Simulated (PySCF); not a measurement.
How methods differ on the ionisation energy of C⁺

C⁺ [He] 2s2 2p1 (2P) → C²⁺ [He] 2s2 (1S), as a difference of total energies. Computed with PySCF 2.14 in cc-pVDZ (3s2p1d, 14 functions), with no relativity, point nucleus. Correlated levels: valence: 1s2 frozen. The calculations carry no spin-orbit coupling.

```
           method  ionisation energy (eV)  error (eV)
              UHF                  24.189      -0.189
             MN15                  24.470      +0.092
            M06-L                  24.825      +0.447
    MP2 (valence)                  24.240      -0.138
SCS-MP2 (valence)                  24.193      -0.185
   CCSD (valence)                  24.046      -0.332
CCSD(T) (valence)                  24.063      -0.315
```

Reference: 24.378 eV (measured; NIST levels, between the centres of gravity of the two terms).

Errors of the correlated levels include the incompleteness of this basis and the frozen core.

The coupled-cluster amplitudes are large for C²⁺ (T1 above 0.03 or a double amplitude above 0.15), so a single reference is strained.
